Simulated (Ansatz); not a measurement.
Ideal-gas functions of Br₂ClFSi, SMILES `F[Si](Cl)(Br)Br` at 400 K and 1 bar, from an Ansatz frequency run at PBE0-D4/def2-TZVP.

Molar mass 242.34 g/mol, point group Cs (symmetry number 1), electronic degeneracy 1, moments of inertia 354.503, 605.531, 783.575 u Å². Harmonic wavenumbers (cm⁻¹, unscaled): 111, 133, 189, 227, 242, 361, 530, 609, 934.

Use S(trans) = R[1.5 ln M + 2.5 ln T − 1.1517]; rotational temperatures θ = 24.2544 K / I; S(rot) = R[ln(√π/σ · √(T³/θAθBθC)) + 1.5]; for each mode x = 1.438777 ν̃/T, S = R[x/(eˣ − 1) − ln(1 − e⁻ˣ)] and H = RT x/(eˣ − 1); 1 cm⁻¹ = 0.0119627 kJ/mol; R = 8.31446 J/(mol·K).

Task: By hand: the entropy, in J/(mol·K).

Result: Translation 183.4. Rotation: θ = 0.0684, 0.0401, 0.031 K, giving 130.9. Vibration, mode by mode: 16.00, 14.52, 11.68, 10.23, 9.73, 6.70, 4.10, 3.28, 1.30, in all 77.5. Electronic 0.0. Sum 391.8 J/(mol·K).

Task: By hand: H − E and G − E in kJ/mol, counted from the electronic energy.

Result: Zero-point energy ½ × 3336 × 0.0119627 = 20.0; thermal vibration 15.9; translation, rotation and pV give 4 RT = 13.3. H − E = 49.2 kJ/mol, and G − E = 49.2 − 400 × 391.8/1000 = -107.5 kJ/mol.

Vibration gives 20 % of the entropy, 30.5 J/(mol·K) of it from the modes under 150 cm⁻¹: soft modes count most, and the harmonic formula is weakest for them.
